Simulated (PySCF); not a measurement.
Worked example: oscillator strength and radiative lifetime

Zr(OH)2(NH2)2 (H6N2O2Zr), SMILES [OH][Zr]([NH2])([OH])[NH2], multiplicity 1.

Geometry: PBE0-D3(BJ)/def2-SVP. The multiplicity is an assumed one; no other spin state was optimised. The structure was generated by enumeration; whether it is a known compound was not checked. The def2 effective core potentials stand for the cores of Zr; spin–orbit coupling is left out. One conformer was computed; it need not be the lowest.

TDA-PBE/def2-SVPD in PySCF puts the first singlet state with f over 0.02 at 4.65 eV (vertical), with the transition dipole (-0.056, -0.437, 0.000) in atomic units.

Problem. Find the oscillator strength, the wavelength and the radiative lifetime that this transition would have in vacuum if emission retraced absorption.

Solution. 
|μ|² = 0.1941 au, so |μ| = 1.12 D. ΔE = 4.65/27.211 = 0.1709 hartree. f = (2/3) ΔE |μ|² = 0.022 (the program prints 0.022).
λ = 1239.84/4.65 = 267 nm; ν = 37505 cm⁻¹.
Einstein's coefficient A = 0.6670 ν² f s⁻¹ (ν in cm⁻¹) = 2.1e7 s⁻¹, so τ = 1/A = 48 ns. This state is S2; the lower singlet has f = 0.008. The figure is the radiative limit of this one transition; relaxation, internal conversion, crossing to triplets and a medium change what is measured.
